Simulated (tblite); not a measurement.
Problem. Give a GFN2-xTB geometry of `C[SiH2][Si@H](C)S`.

Solution. 
```xyz
15
C2H10SSi2 angstrom
C     -2.158   -0.926    0.353
Si    -1.294    0.718   -0.036
Si     0.847    0.275   -0.826
C      1.906   -0.751    0.382
S      1.909    2.141   -1.187
H     -3.141   -0.760    0.782
H     -2.291   -1.524   -0.544
H     -1.589   -1.522    1.061
H     -2.120    1.457   -0.999
H     -1.268    1.529    1.195
H      0.960   -0.321   -2.159
H      1.500   -1.751    0.495
H      1.940   -0.296    1.370
H      2.932   -0.847    0.033
H      1.863    2.587    0.058
```

Any rigid rotation of these coordinates is as good. Atoms count from 1 in this order. Si3 (SiH silicon) is distorted tetrahedral (angles from 99.2° to 117.3°). Si2 (SiH2 silicon) is distorted tetrahedral (angles from 106.3° to 113.1°). S5 (sulfur bonded to Si and H) is bent (angle 96.6°).

Bonds between heavy atoms (Å): C1–Si2 1.898, Si2–Si3 2.325, Si3–C4 1.907, Si3–S5 2.176.

The geometry is computed with GFN2-xTB (gas phase).

Point group: C1 (no symmetry element, even within 0.4 Å). Its GFN2-xTB frequencies are all real (lowest 22 cm⁻¹). The numbers are those of one conformer (C1–Si2–Si3–C4 -57°, Si2–Si3–S5–H 61°). 3 starts were optimised and ended at 0.00, 0.35 and 0.48 kcal/mol (GFN2-xTB); the lowest of these is shown.
